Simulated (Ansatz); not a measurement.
Basis sets compared for GaCl₂F. The state is a singlet with charge 0. Geometry r2SCAN-D4/def2-SVP. Ansatz on 4 threads of Arm Neoverse V1 on a shared host; times are rough, and most runs start from earlier orbitals.

```xyz
4

Ga   -0.047   -0.042   -0.030
Cl   -0.511    2.011    0.167
Cl    1.766   -0.886    0.655
F    -1.209   -1.083   -0.791
```

Binding counts from free atoms (Ga doublet, Cl doublet, F doublet) in the same basis, without a counterpoise term.

| level | functions | energy (Eh) | HOMO (eV) | LUMO (eV) | binding per atom (eV) | wall time |
| --- | --- | --- | --- | --- | --- | --- |
| PBE-D4/def2-SVP | 82 | -2943.8727 | -8.06 | -2.88 | 3.20 | 0.55 s |
| PBE-D4/def2-TZVP (with forces) | 153 | -2944.5674 | -8.26 | -3.05 | 3.17 | 1.1 s |
| r2SCAN-D4/def2-TZVP | 153 | -2945.2173 | -8.65 | -2.77 | 3.17 | 2.4 s |
| PBE0-D4/def2-SVP | 82 | -2943.9885 | -9.58 | -1.96 | 3.11 | 0.8 s |
| PBE0-D4/def2-TZVP | 153 | -2944.6786 | -9.72 | -2.09 | 3.10 | 1.4 s |

Question: Estimate the rows for PBE-D4/def2-TZVPD, r2SCAN-D4/def2-TZVPD, PBE0-D4/def2-TZVPD.

Answer: 
```json
{"level": "PBE-D4/def2-TZVPD", "functions": "186", "energy (Eh)": "-2944.5701", "HOMO (eV)": "-8.32", "LUMO (eV)": "-3.18", "binding per atom (eV)": "3.17", "wall time": "1.4 s"}
{"level": "r2SCAN-D4/def2-TZVPD", "functions": "186", "energy (Eh)": "-2945.2192", "HOMO (eV)": "-8.68", "LUMO (eV)": "-2.85", "binding per atom (eV)": "3.17", "wall time": "3.2 s"}
{"level": "PBE0-D4/def2-TZVPD", "functions": "186", "energy (Eh)": "-2944.6808", "HOMO (eV)": "-9.76", "LUMO (eV)": "-2.23", "binding per atom (eV)": "3.10", "wall time": "2.3 s"}
```
